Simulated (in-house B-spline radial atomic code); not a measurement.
**Removing one electron from Er³²⁺**

Closed shell [Ar] 3d10 4s2 4p6. Computed with a B-spline radial code for spherical atoms: Koopmans values of Dirac-Hartree-Fock plus a diagonal self-energy, in second order or with its direct term screened (direct RPA, with the hole-particle interaction, or full time-dependent Hartree-Fock), linearised in energy; no-pair Dirac-Coulomb Hamiltonian, finite nucleus. Shifts add to the Koopmans value (the ΔSCF shift is orbital relaxation alone); the final value takes TDHF screening with Breit and QED.

Command:
```bash
python run_mb.py task.json out
```
Settings (nuclear radius in fm, box in bohr, cutoff in hartree):
```
basis_form          2
Z                   68
core_configuration  [Ar] 3d10 4s2 4p6
rms_radius          5.2516
mass_number         166
speed_of_light      137.036
box_radius          3.424
lmax                7
intervals           57
virtual_cutoff      18496.0
```

Time taken, with all properties: 39 s on 1 thread of Arm Neoverse N1 (shared host).

Energies in eV:

```json
{"subshell": "4p3/2", "Koopmans": "1371.84", "ΔSCF shift": "-0.645", "second order": "?", "direct RPA": "?", "hole-particle": "?", "TDHF": "?", "Breit + QED": "?", "final": "?"}
{"subshell": "4p1/2", "Koopmans": "1431.26", "ΔSCF shift": "-0.730", "second order": "1.057", "direct RPA": "1.049", "hole-particle": "0.870", "TDHF": "0.910", "Breit + QED": "-1.708", "final": "1430.46"}
```

Q: What does the self-energy do to 4p3/2?

A: It shifts the removal energy by 1.405 eV in second order, 1.170 with direct RPA, 1.172 with the hole-particle term and 1.235 with TDHF screening (quasi-particle weight 0.991); Breit and QED add -1.082 eV. The final value is 1371.99 eV, against 1370 ± 4 eV (NIST, tabulated theory).
